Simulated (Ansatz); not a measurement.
## Worked example: C4H9BrSi → C4H7BrSi + H2

Species: C4H9BrSi `C=C[SiH](Br)CC`, singlet; C4H7BrSi `C=C[SiH](Br)C=C`, singlet; H2 (hydrogen), singlet. 

Shapes, held fixed at every level: PBE0-D4/def2-TZVP. Flexible molecules stand in one conformer, not always the lowest. Programs: Ansatz 0.2.0. Electronic energies: no zero-point or thermal term.

At MP2/def2-TZVPP; 1 Eh = 2625.50 kJ/mol:

| species | energy (Eh) |
| --- | --- |
| C4H9BrSi | -3019.249528 |
| C4H7BrSi | -3018.023450 |
| H2 | -1.164597 |

Q: Work out ΔE of the reaction at this level.

A: 
1. Products less reactants: (-3018.023450) + (-1.164597) − [(-3019.249528)] = 0.061481 Eh = +161.4 kJ/mol.

Other levels give +151.3 (B3LYP-D4/def2-TZVPP) to +174.6 kJ/mol (r2SCAN0-D4/def2-TZVPP). No measured value is set beside it here. Relativity is left out for Br unless named. Correlated rows may include outer-core shells of Br, which these sets cover unevenly.
